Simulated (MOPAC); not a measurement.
Input file for MOPAC: AM1 on C2H6OSn (SMILES C[O][Sn][CH3]).

```
AM1 1SCF PRECISE CHARGE=0 THREADS=1
C2H6OSn

C     -1.60692999 1     0.38847133 1     0.31795075 1
O     -1.33034170 1    -0.99318758 1     0.31039008 1
Sn     0.41725984 1    -1.95218625 1     0.22607658 1
C      1.73441897 1    -0.16777136 1     0.15287965 1
H     -2.17094067 1     0.64765011 1     1.22024238 1
H     -0.70429107 1     1.00815512 1     0.29108690 1
H     -2.22366976 1     0.64823083 1    -0.54909904 1
H      1.59992098 1     0.44983541 1     1.04462880 1
H      2.77970256 1    -0.47638368 1     0.09734821 1
H      1.50487085 1     0.44718607 1    -0.72102118 1
```

Program output:

```
*******************************************************************************
 **                                                                           **
 **                              MOPAC v23.2.5                                **
 **                                                                           **
 *******************************************************************************
 ** MOPAC's Digital Object Identifier: https://doi.org/10.5281/zenodo.6511958 **
 **                                                                           **
 ** Please cite the open-source release paper for use of this MOPAC version:  **
 ** J. E. Moussa and J. J. P. Stewart (2026)                                  **
 ** MOPAC: An open-source semiempirical molecular orbital program             **
 ** J. Open Source Softw., 11(119), 8025, https://doi.org/10.21105/joss.08025 **
 *******************************************************************************

                              AM1 CALCULATION RESULTS

 *******************************************************************************
 *  AM1        - The AM1 Hamiltonian to be used
 *
 *
 *
 *                 CHARGE ON SYSTEM = 0
 *
 *
 *
 *  PRECISE    - TIGHTER CRITERIA TO BE USED
 *  1SCF       - DO 1 SCF AND THEN STOP
 *  THREADS=1  - MULTI-THREADING NOT USED
 *  T=         - A TIME OF 172800.0 SECONDS REQUESTED
 *  DUMP=N     - RESTART FILE WRITTEN EVERY 7200.0 SECONDS REQUESTED
 *******************************************************************************
AM1 1SCF PRECISE CHARGE=0 THREADS=1
 C2H6OSn

   ATOM   CHEMICAL          X               Y               Z
  NUMBER   SYMBOL      (ANGSTROMS)     (ANGSTROMS)     (ANGSTROMS)

     1       C         -1.60692999  *   0.38847133  *   0.31795075  *
     2       O         -1.33034170  *  -0.99318758  *   0.31039008  *
     3      Sn          0.41725984  *  -1.95218625  *   0.22607658  *
     4       C          1.73441897  *  -0.16777136  *   0.15287965  *
     5       H         -2.17094067  *   0.64765011  *   1.22024238  *
     6       H         -0.70429107  *   1.00815512  *   0.29108690  *
     7       H         -2.22366976  *   0.64823083  *  -0.54909904  *
     8       H          1.59992098  *   0.44983541  *   1.04462880  *
     9       H          2.77970256  *  -0.47638368  *   0.09734821  *
    10       H          1.50487085  *   0.44718607  *  -0.72102118  *



          CARTESIAN COORDINATES

    NO.       ATOM           X           Y           Z

     1         C         -1.6069      0.3885      0.3180
     2         O         -1.3303     -0.9932      0.3104
     3        Sn          0.4173     -1.9522      0.2261
     4         C          1.7344     -0.1678      0.1529
     5         H         -2.1709      0.6477      1.2202
     6         H         -0.7043      1.0082      0.2911
     7         H         -2.2237      0.6482     -0.5491
     8         H          1.5999      0.4498      1.0446
     9         H          2.7797     -0.4764      0.0973
    10         H          1.5049      0.4472     -0.7210

  H: (AM1): M.J.S. DEWAR ET AL, J. AM. CHEM. SOC. 107 3902-3909 (1985)
  C: (AM1): M.J.S. DEWAR ET AL, J. AM. CHEM. SOC. 107 3902-3909 (1985)
  O: (AM1): M.J.S. DEWAR ET AL, J. AM. CHEM. SOC. 107 3902-3909 (1985)
 Sn: (AM1): J. J. P. STEWART, J. MOL. MOD., 10, 155-164 (2004)

           Empirical Formula: C2 H6 O Sn  =    10 atoms



      MOLECULAR POINT GROUP   :   Cs


      RHF CALCULATION, NO. OF DOUBLY OCCUPIED LEVELS = 12


 -------------------------------------------------------------------------------
 AM1 1SCF PRECISE CHARGE=0 THREADS=1
 C2H6OSn



     1SCF WAS SPECIFIED, SO BFGS WAS NOT USED
     SCF FIELD WAS ACHIEVED


                              AM1 CALCULATION
                                                       MOPAC v23.2.5 Linux




          FINAL HEAT OF FORMATION =        -30.85051 KCAL/MOL =    -129.07853 KJ/MOL


          COSMO AREA              =        130.25 SQUARE ANGSTROMS
          COSMO VOLUME            =        123.63 CUBIC ANGSTROMS

          IONIZATION POTENTIAL    =          7.951561 EV
          HOMO LUMO ENERGIES (EV) =         -7.952 -0.271
          NO. OF FILLED LEVELS    =         12
          MOLECULAR WEIGHT        =        164.7588         POINT GROUP:  Cs

          MOLECULAR DIMENSIONS (Angstroms)

            Atom       Atom       Distance
            H     9    H     5     5.19935
            H     8   Sn     3     2.76650
            H     7    H     8     2.01147


          SCF CALCULATIONS        =          1





   ATOM   CHEMICAL          X               Y               Z
  NUMBER   SYMBOL      (ANGSTROMS)     (ANGSTROMS)     (ANGSTROMS)

     1       C         -1.60692999  *   0.38847133  *   0.31795075  *
     2       O         -1.33034170  *  -0.99318758  *   0.31039008  *
     3      Sn          0.41725984  *  -1.95218625  *   0.22607658  *
     4       C          1.73441897  *  -0.16777136  *   0.15287965  *
     5       H         -2.17094067  *   0.64765011  *   1.22024238  *
     6       H         -0.70429107  *   1.00815512  *   0.29108690  *
     7       H         -2.22366976  *   0.64823083  *  -0.54909904  *
     8       H          1.59992098  *   0.44983541  *   1.04462880  *
     9       H          2.77970256  *  -0.47638368  *   0.09734821  *
    10       H          1.50487085  *   0.44718607  *  -0.72102118  *

                             CARTESIAN COORDINATES

   1    C       -1.606929990     0.388471330     0.317950750
   2    O       -1.330341700    -0.993187580     0.310390080
   3   Sn        0.417259840    -1.952186250     0.226076580
   4    C        1.734418970    -0.167771360     0.152879650
   5    H       -2.170940670     0.647650110     1.220242380
   6    H       -0.704291070     1.008155120     0.291086900
   7    H       -2.223669760     0.648230830    -0.549099040
   8    H        1.599920980     0.449835410     1.044628800
   9    H        2.779702560    -0.476383680     0.097348210
  10    H        1.504870850     0.447186070    -0.721021180


           Empirical Formula: C2 H6 O Sn  =    10 atoms



      MOLECULAR POINT GROUP   :   Cs


                  EIGENVALUES
 -36.07885 -27.97291 -26.09910 -15.98894 -14.51006 -14.50440 -12.77512 -12.70288
 -11.97390  -9.95675  -9.84291  -7.95156  -0.27109   1.07692   2.30808   5.04619
   5.20284   5.36474   5.41043   5.48682   6.16283   6.52810


              NET ATOMIC CHARGES AND DIPOLE CONTRIBUTIONS

  ATOM NO.   TYPE          CHARGE      No. of ELECS.   s-Pop       p-Pop
    1          C           0.004147        3.9959     1.21089     2.78497
    2          O          -0.688945        6.6889     1.84770     4.84125
    3         Sn           1.078462        2.9215     1.90488     1.01666
    4          C          -0.701039        4.7010     1.27949     3.42155
    5          H           0.041590        0.9584     0.95841
    6          H           0.023027        0.9770     0.97697
    7          H           0.040863        0.9591     0.95914
    8          H           0.066940        0.9331     0.93306
    9          H           0.068030        0.9320     0.93197
   10          H           0.066925        0.9331     0.93307
 DIPOLE           X         Y         Z       TOTAL
 POINT-CHG.     1.650    -5.752    -0.060     5.985
 HYBRID        -0.057     4.501    -0.015     4.502
 SUM            1.593    -1.251    -0.076     2.027


          ATOMIC ORBITAL ELECTRON POPULATIONS

     Atom    s        px        py        pz
    1  C   1.21089   0.96770   0.83086   0.98641
    2  O   1.84770   1.78168   1.22673   1.83283
    3 Sn   1.90488   0.30090   0.54284   0.17292
    4  C   1.27949   1.15171   1.26294   1.00690
    5  H   0.95841
    6  H   0.97697
    7  H   0.95914
    8  H   0.93306
    9  H   0.93197
   10  H   0.93307

 **********************
 *                    *
 * JOB ENDED NORMALLY *
 *                    *
 **********************




 == MOPAC DONE ==
```

The run finished.

Cost: roughly 0.020 core-seconds.
